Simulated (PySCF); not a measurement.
PySCF 2.14 output of an unrestricted PBE calculation on a single atom or ion in x2c-TZVPPall (11s7p7d4f2g, 113 functions), with the spin-free X2C one-electron Hamiltonian (Gaussian nucleus):

```
SCF conv_tol = 1e-09
number electrons alpha = 35  beta = 31
    J. P. Perdew, K. Burke, and M. Ernzerhof.,  Phys. Rev. Lett. 77, 3865 (1996)
    J. P. Perdew, K. Burke, and M. Ernzerhof.,  Phys. Rev. Lett. 78, 1396 (1997)
    J. P. Perdew, K. Burke, and M. Ernzerhof.,  Phys. Rev. Lett. 77, 3865 (1996)
    J. P. Perdew, K. Burke, and M. Ernzerhof.,  Phys. Rev. Lett. 78, 1396 (1997)
cycle= 1 E= -12156.6224774505  delta_E= -0.00357  |g|= 0.678  |ddm|= 0.71
cycle= 2 E= -12156.4184438529  delta_E= 0.204  |g|= 1.61  |ddm|= 0.775
cycle= 3 E= -12156.6706252777  delta_E= -0.252  |g|= 0.0605  |ddm|= 0.56
cycle= 4 E= -12156.6711048568  delta_E= -0.00048  |g|= 0.00982  |ddm|= 0.0389
cycle= 5 E= -12156.6711189473  delta_E= -1.41e-05  |g|= 0.000972  |ddm|= 0.012
cycle= 6 E= -12156.6711192551  delta_E= -3.08e-07  |g|= 9.98e-05  |ddm|= 0.00283
cycle= 7 E= -12156.6711192682  delta_E= -1.31e-08  |g|= 3.29e-05  |ddm|= 0.000392
cycle= 8 E= -12156.6711192708  delta_E= -2.61e-09  |g|= 5.43e-06  |ddm|= 0.000212
cycle= 9 E= -12156.671119271  delta_E= -2.02e-10  |g|= 8.34e-07  |ddm|= 7.07e-05
converged SCF energy = -12156.671119271  <S^2> = 6.0045935  2S+1 = 5.0018371
```

The run itself started from symmetry-adapted Hartree-Fock orbitals and held the occupation by maximum overlap, on a logarithmic radial grid, so the iterations belong to that start.

Problem. Which element, charge and spin multiplicity is this?

Solution. Dy (dysprosium, neutral), multiplicity 5; the state was [Xe] 4f10 6s2, one real determinant.

⟨L²⟩ = 34.00 against 42 for a pure I term, so this real determinant mixes terms. Spin-orbit coupling, absent here, splits the open shell strongly.
